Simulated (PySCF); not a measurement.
Simulation results for CH5Ge, CH6BClGe, C2H9GeN

Computed with PySCF 2.14.0. Calculation on a computer-drawn molecule: the log of a Hartree-Fock and frozen-core CCSD(T) single point meant for a local Hartree-Fock minimum, with one planted fault or none, to be diagnosed. Offsets are logged minus clean, where the clean run is the same molecule without the fault. The reference is restricted for singlets and unrestricted otherwise, and also for a bond in bohr or an excited solution. Adding or removing an electron swaps singlet and doublet. The excited solution moves the top pair (singlet) or top alpha electron (doublet) to the lowest empty orbital. Highest occupied and lowest empty are orbital energies over both spins, largest force is the largest gradient component, triples share is (T) over the correlation energy, the T1 limit is 0.02 restricted and 0.045 unrestricted, electrons count all cores, a negative frequency is imaginary (commonest isotopes), and the dipole is about the centre of nuclear charge; on germanium a core potential holds 10 electrons, which the energies leave out, and 3d is frozen in MP2 and coupled-cluster steps.

Common to all runs: meant multiplicity 1; logged SCF converged yes; logged CC converged yes; logged SCF stable within its kind yes; possible faults no fault, one electron removed, one electron added, multiplicity raised by two, geometry at a saddle point, SCF held on an excited solution, minimal basis STO-3G, one bond length entered in bohr, all coordinates scaled.

```json
{"entry": 1, "formula": "CH5Ge", "logged_structure": {"atoms_angstrom": [["C", -0.4741, 2.4153, -0.6683], ["Ge", 0.1428, 0.4568, -0.4325], ["H", 0.3127, 2.9907, -1.17], ["H", -1.3618, 2.4466, -1.3109], ["H", -0.7171, 2.9194, 0.2728], ["H", -1.0405, -0.004, 0.5644], ["H", 1.2149, 0.7286, 0.7435]]}, "given": {"meant_charge": -1, "meant_basis": "aug-cc-pVDZ", "meant_basis_and_core_potential_on_germanium": "aug-cc-pVDZ-PP ECP10MDF", "logged_electrons": 44, "logged_basis_functions": 100, "logged_spin_squared": 2.0049, "logged_highest_occupied [eV]": 0.84203, "logged_lowest_empty [eV]": 3.2879, "logged_largest_force [hartree/bohr]": 0.052202, "logged_T1_diagnostic": 0.058281, "logged_D1_diagnostic": 0.30049, "logged_triples_share": 0.032384, "logged_dipole_magnitude [debye]": 6.1549, "logged_energy_HF [hartree]": -334.06801, "logged_energy_CCSD(T) [hartree]": -334.3738, "drawn_bonds_atom": [1, 1, 1, 1, 2, 2], "drawn_bonds_other_atom": [2, 3, 4, 5, 6, 7], "drawn_bonds_order": [1, 1, 1, 1, 1, 1]}, "results": {"planted_fault": "multiplicity raised by two", "HF_energy_offset_from_clean_run [kcal/mol]": 39.73, "CCSD(T)_energy_offset_from_clean_run [kcal/mol]": 53.79}, "notes": ["T1 above single-reference limit", "highest electron not bound in this basis"]}
{"entry": 2, "formula": "CH5Ge", "logged_structure": {"atoms_angstrom": [["C", -0.4405, 2.2438, -0.6208], ["Ge", 0.1326, 0.4244, -0.4018], ["H", 0.2905, 2.7783, -1.0869], ["H", -1.2651, 2.2729, -1.2178], ["H", -0.6662, 2.7121, 0.2534], ["H", -0.9666, -0.0037, 0.5243], ["H", 1.1286, 0.6769, 0.6907]]}, "given": {"meant_charge": -1, "meant_basis": "aug-cc-pVDZ", "meant_basis_and_core_potential_on_germanium": "aug-cc-pVDZ-PP ECP10MDF", "logged_electrons": 44, "logged_basis_functions": 100, "logged_spin_squared": 0.0, "logged_highest_occupied [eV]": -1.5067, "logged_lowest_empty [eV]": 3.9886, "logged_largest_force [hartree/bohr]": 0.05785, "logged_T1_diagnostic": 0.011623, "logged_D1_diagnostic": 0.025801, "logged_triples_share": 0.029768, "logged_dipole_magnitude [debye]": 2.6602, "logged_energy_HF [hartree]": -334.1049, "logged_energy_CCSD(T) [hartree]": -334.42655, "drawn_bonds_atom": [1, 1, 1, 1, 2, 2], "drawn_bonds_other_atom": [2, 3, 4, 5, 6, 7], "drawn_bonds_order": [1, 1, 1, 1, 1, 1]}, "results": {"planted_fault": "all coordinates scaled, by -7.1 %", "HF_energy_offset_from_clean_run [kcal/mol]": 16.58, "CCSD(T)_energy_offset_from_clean_run [kcal/mol]": 20.69}}
{"entry": 3, "formula": "CH6BClGe", "logged_structure": {"atoms_angstrom": [["C", 2.0342, 0.927, 0.6089], ["Ge", 0.0735, 0.9661, 0.5246], ["B", -0.8276, -0.6555, 1.4891], ["Cl", 0.1398, -1.9163, 2.2596], ["H", 2.4543, 1.7867, 0.084], ["H", 2.4145, 0.0143, 0.1467], ["H", 2.3688, 0.9529, 1.6475], ["H", -0.4538, 2.2628, 1.1648], ["H", -0.3886, 0.9697, -0.9438], ["H", -2.0116, -0.7995, 1.5598]]}, "given": {"meant_charge": 0, "meant_basis": "cc-pV(D+d)Z", "meant_basis_and_core_potential_on_germanium": "cc-pVDZ-PP ECP10MDF", "logged_electrons": 66, "logged_basis_functions": 104, "logged_spin_squared": 2.0142, "logged_highest_occupied [eV]": -7.1038, "logged_lowest_empty [eV]": -1.7784, "logged_largest_force [hartree/bohr]": 0.042057, "logged_T1_diagnostic": 0.027511, "logged_D1_diagnostic": 0.17624, "logged_triples_share": 0.028957, "logged_dipole_magnitude [debye]": 3.5514, "logged_energy_HF [hartree]": -818.82262, "logged_energy_CCSD(T) [hartree]": -819.35852, "drawn_bonds_atom": [1, 2, 3, 1, 1, 1, 2, 2, 3], "drawn_bonds_other_atom": [2, 3, 4, 5, 6, 7, 8, 9, 10], "drawn_bonds_order": [1, 1, 1, 1, 1, 1, 1, 1, 1]}, "results": {"planted_fault": "multiplicity raised by two", "HF_energy_offset_from_clean_run [kcal/mol]": 82.19, "CCSD(T)_energy_offset_from_clean_run [kcal/mol]": 84.54}}
{"entry": 4, "formula": "C2H9GeN", "logged_structure": {"atoms_angstrom": [["C", 0.9304, 1.3521, -0.5489], ["Ge", 1.2833, -0.1322, -1.7888], ["C", 2.8313, -1.213, -1.1858], ["N", 2.6883, -1.8668, 0.1149], ["H", 0.7488, 0.9783, 0.4614], ["H", 1.7825, 2.035, -0.518], ["H", 0.05, 1.9139, -0.867], ["H", 0.0412, -1.0437, -1.8438], ["H", 1.5313, 0.4279, -3.2012], ["H", 3.0389, -1.9779, -1.9379], ["H", 3.7192, -0.5759, -1.1588], ["H", 2.533, -1.1862, 0.8394], ["H", 1.8821, -2.4693, 0.1198]]}, "given": {"meant_charge": 0, "meant_basis": "cc-pVDZ", "meant_basis_and_core_potential_on_germanium": "cc-pVDZ-PP ECP10MDF", "logged_electrons": 60, "logged_basis_functions": 110, "logged_spin_squared": 0.0, "logged_highest_occupied [eV]": -9.5015, "logged_lowest_empty [eV]": 4.3116, "logged_largest_force [hartree/bohr]": 1.7815e-05, "logged_lowest_frequency [cm^-1]": 77.195, "logged_T1_diagnostic": 0.0088047, "logged_D1_diagnostic": 0.024571, "logged_triples_share": 0.02649, "logged_dipole_magnitude [debye]": 1.0441, "logged_energy_HF [hartree]": -428.79182, "logged_energy_CCSD(T) [hartree]": -429.43558, "drawn_bonds_atom": [1, 2, 3, 1, 1, 1, 2, 2, 3, 3, 4, 4], "drawn_bonds_other_atom": [2, 3, 4, 5, 6, 7, 8, 9, 10, 11, 12, 13], "drawn_bonds_order": [1, 1, 1, 1, 1, 1, 1, 1, 1, 1, 1, 1]}, "results": {"planted_fault": "no fault", "HF_energy_offset_from_clean_run [kcal/mol]": 0.0, "CCSD(T)_energy_offset_from_clean_run [kcal/mol]": 0.0}}
```
